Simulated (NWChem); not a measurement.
Species: B$_{2}$F$_{3}$, doublet; SMILES FB(F)[B]F

```xyz
5

F     -0.1590     2.2217     0.0000
B      0.4167     1.0624     0.0000
B      0.0170    -0.5648     0.0000
F     -0.0410    -1.2491     1.1315
F     -0.0410    -1.2491    -1.1315
```
Atoms are numbered in this order, from 1.

All runs: NWChem. Pople sets run with spherical d functions. Spin-unrestricted. In the optimisation the excess spin sits in a' (Cs, its own frame). Structure relaxed at the PBE0/def2-SVP, spin-unrestricted level. No stability test was run on the SCF state. Level PBE/6-31G*: energy and gradient; each run changes one setting, and changes count from the defaults (medium grid, exact Coulomb integrals, symmetry on).

**Question.** Which setting moves the energy most, and by about how much (extra-fine grid; tight SCF thresholds and tolerances; Coulomb fitting, Ahlrichs set; defaults; coarse grid; Becke weights)?

**Answer.** Coulomb fitting, Ahlrichs set, by about 300 μHa.
```json
[
 {"setting": "defaults", "size of the energy change (μHa)": "< 10", "largest change of a gradient component (μHa/bohr)": "< 30", "time, defaults = 1 (rough)": "about 1"},
 {"setting": "tight SCF thresholds and tolerances", "size of the energy change (μHa)": "< 10", "largest change of a gradient component (μHa/bohr)": "< 30", "time, defaults = 1 (rough)": "about 1"},
 {"setting": "extra-fine grid", "size of the energy change (μHa)": "< 10", "largest change of a gradient component (μHa/bohr)": "< 30", "time, defaults = 1 (rough)": "2"},
 {"setting": "Coulomb fitting, Ahlrichs set", "size of the energy change (μHa)": "300", "largest change of a gradient component (μHa/bohr)": "100", "time, defaults = 1 (rough)": "about 1"},
 {"setting": "Becke weights", "size of the energy change (μHa)": "10", "largest change of a gradient component (μHa/bohr)": "300", "time, defaults = 1 (rough)": "about 1"},
 {"setting": "coarse grid", "size of the energy change (μHa)": "60", "largest change of a gradient component (μHa/bohr)": "300", "time, defaults = 1 (rough)": "about 1"}
]
```
